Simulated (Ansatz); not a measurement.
Coupled-cluster diagnostics for the cluster Al2P2⁻, Ansatz.

Geometry of the doublet (B3LYP-D4/def2-TZVPD):

```
atom   x (Å)   y (Å)   z (Å)
 Al1  -0.059  -0.239  -1.352
 Al2   0.059   0.239   1.352
  P3  -1.815  -0.363   0.144
  P4   1.815   0.363  -0.144
```

Correlated methods freeze 20 core orbitals. Another isomer (doublet) lies 0.24 eV lower at PBE0-D4/def2-TZVPD; other spin states weren't run for this one.

Problem. Estimate the CCSD(T) correlation energy, the shares of MP2 and (T), T1 and the reference's ⟨S²⟩ for: charge -1, doublet, own geometry in def2-TZVPPD; and the rough time on 2 threads of AMD EPYC 7R43 on a shared host.

Solution. 
```tsv
state	basis	correlation (eV)	MP2 share (%)	(T) share (%)	T1	⟨S²⟩ (pure)	wall time	remarks
charge -1, doublet, own geometry	def2-TZVPPD	-13.078	82.8	8.1	0.074	1.78 (0.75)	79 s	large T1, spin-contaminated
```
Customary marks for T1 are 0.02 (closed shells), 0.045 (open shells) and about 0.05 (3d metals). T1 exceeds 0.02 in 1 of 1 rows and 0.045 in 1; the higher it lies, the less the single-reference result can be trusted.
